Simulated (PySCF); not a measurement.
**$^{29}$Si chemical shifts**

- coordinates at the GFN2-xTB level
- PBE0/pcSseg-1 with gauge-including orbitals
- run in PySCF 2.14
- fast rotation and ring inversion assumed for equivalent nuclei, non-relativistic, one computed conformer, gas phase

Shieldings were converted by a linear fit to measured shifts: $^{29}$Si (scatter 8.9 ppm rms, 25.8 ppm with the 6 outliers that the fit left out vs TMS, solution or neat liquid). A few per cent of atoms miss by over 2 rms, more outside the fitted compound classes.

Question: Give the $^{29}$Si shifts of `COc1ccc(O[SiH3])cc1`, `CC(C)C#C[Si@H](C)P`, `FC(F)[C@H]1CCC(=S)C[SiH2]1`, `C#C[Si@@H](Cl)SC(C)=S`, `C=C1CC[C@@H]2[SiH2]O[SiH2][C@H]12`, `[SiH3][SiH2][SiH3]`, `[SiH3][SiH2][SiH3]`, `C=C(C)[C@@]1([SiH3])C=CO[SiH2]1`.

Answer: 
| compound | environment | δ (ppm) |
| --- | --- | --- |
| COc1ccc(O[SiH3])cc1 | silicon bonded to O, 3 H | -44.1 |
| CC(C)C#C[Si@H](C)P | silicon bonded to 2 C, P, H | -44.8 |
| FC(F)[C@H]1CCC(=S)C[SiH2]1 | silicon bonded to 2 C, 2 H, in a 6-membered ring | -26.5 |
| C#C[Si@@H](Cl)SC(C)=S | silicon bonded to C, Cl, S, H | -42.0 |
| [CH2:1]=[C:2]1[CH2:3][CH2:4][C@@H:5]2[SiH2:6][O:7][SiH2:8][C@H:9]12 | Si6: silicon bonded to C, O, 2 H, in a 5-membered ring | -5.9 |
| [CH2:1]=[C:2]1[CH2:3][CH2:4][C@@H:5]2[SiH2:6][O:7][SiH2:8][C@H:9]12 | Si8: silicon bonded to C, O, 2 H, in a 5-membered ring | -10.7 |
| [SiH3:1][SiH2:2][SiH3:3] | Si1/3: silicon bonded to Si, 3 H (×2) | -102.4 |
| [SiH3:1][SiH2:2][SiH3:3] | Si2: silicon bonded to 2 Si, 2 H | -115.9 |
| [SiH3:1][SiH2:2][SiH3:3] | Si1/3: silicon bonded to Si, 3 H (×2) | -102.4 |
| [SiH3:1][SiH2:2][SiH3:3] | Si2: silicon bonded to 2 Si, 2 H | -115.9 |
| [CH2:1]=[C:2]([CH3:3])[C@@:4]1([SiH3:5])[CH:6]=[CH:7][O:8][SiH2:9]1 | Si9: silicon bonded to C, O, 2 H, in a 5-membered ring | 1.8 |
| [CH2:1]=[C:2]([CH3:3])[C@@:4]1([SiH3:5])[CH:6]=[CH:7][O:8][SiH2:9]1 | Si5: silicon bonded to C, 3 H | -56.4 |
